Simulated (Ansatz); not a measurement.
Gas-phase electronic energies from Ansatz, PBE0-D4/def2-TZVP geometries. CCSD(T)/CBS is the MP2 limit (def2-TZVPP, def2-QZVPP) plus CCSD(T) − MP2 in def2-TZVPP, frozen cores. This one scheme is used for every species. DFT in def2-TZVPP. B3LYP here is the variant with VWN-RPA as its local correlation; programs differ in this. Each species was taken in one conformer, which may not be the lowest.

Consider the substitution at a C–S bond: `CS[Si]SC` + `CNCO` → `CN(C)CO` + `CS[Si]S`.

```csv
level,ΔE (kJ/mol)
B3LYP,-19.4
HF/def2-QZVPP,-26.0
```

What does CCSD(T)/CBS give? (An estimate is asked.)

The calculation gave: -18.9 kJ/mol. The listed levels differ from it by -0.5, -7.1 kJ/mol.

Largest T1 diagnostic among the species: 0.015.

The D4 term adds +3.6 kJ/mol with B3LYP and +2.3 kJ/mol with PBE0; it sums over pairs of atoms, weighted by their polarisabilities, and B3LYP, whose exchange is more repulsive, gets the larger term. In def2-TZVPP, CCSD(T) changes the Hartree–Fock value by +3.7 kJ/mol (the triples alone add +1.9 kJ/mol) and MP2 by +4.0 kJ/mol.
